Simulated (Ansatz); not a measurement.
`CO[Si](F)(F)C#N` + H₂ → `N#C[SiH](F)F` + CH₃OH at 500 K and 1 bar (hydrogenolysis of the Si–O bond).

Calculated with Ansatz (gas phase, PBE0-D4/def2-TZVP geometries, no zero-point term in ΔE). CBS: MP2 limit from def2 TZ/QZ plus the TZ coupled-cluster correction, frozen cores. This one scheme is used for every species. One conformer a species, not always the lowest.

| species | CCSD(T)/CBS energy (Eh) | H − E (kJ/mol) | S (J/(mol·K)) |
| --- | --- | --- | --- |
| `CO[Si](F)(F)C#N` | -696.62572 | 204.9 | 457.6 |
| H₂ | -1.17544 | 41.0 | 145.5 |
| `N#C[SiH](F)F` | -582.14390 | 97.0 | 361.8 |
| CH₃OH | -115.61712 | 157.0 | 265.4 |

H − E and S are ideal-gas, rigid-rotor, harmonic terms from PBE0-D4/def2-TZVP, for one conformer and one mirror image of each species. For small species the MP2-based limit differs from directly extrapolated CCSD(T) by up to some mEh (0.8 for H₂); such offsets cancel only in part. 1 Eh = 2625.50 kJ/mol, R = 8.31446 J/(mol·K).

By hand: ΔE, ΔH, ΔS and ΔG.

ΔE = (-582.14390) + (-115.61712) − (-696.62572) − (-1.17544) = 0.04014 Eh = 105.4 kJ/mol. Δ(H − E) = 97.0 + 157.0 − 204.9 − 41.0 = 8.1, so ΔH = 113.5 kJ/mol. ΔS = 361.8 + 265.4 − 457.6 − 145.5 = 24.1 J/(mol·K). ΔG = 113.5 − 500 × (24.1)/1000 = 101.5 kJ/mol.

By hand: the equilibrium constant, and the temperature at which ΔG would vanish if ΔH and ΔS stayed fixed.

log₁₀ K = −ΔG/(RT ln 10) = -10.6. ΔG = 0 at ΔH/ΔS = 4710 K, far beyond where these terms or the molecules hold.

ΔH outweighs TΔS. A doubt of 5 kJ/mol in ΔE shifts log₁₀ K by 0.5 here. Other conformers and mirror images would add mixing entropy, several J/(mol·K) or more a flexible species. Modes under 60 cm⁻¹, often nearly free rotors, make the harmonic entropy too high. These are equilibria of isolated gas molecules and say nothing of rates. Largest T1 diagnostic: 0.013 (customary marks: 0.02 for closed shells, 0.045 for open ones).
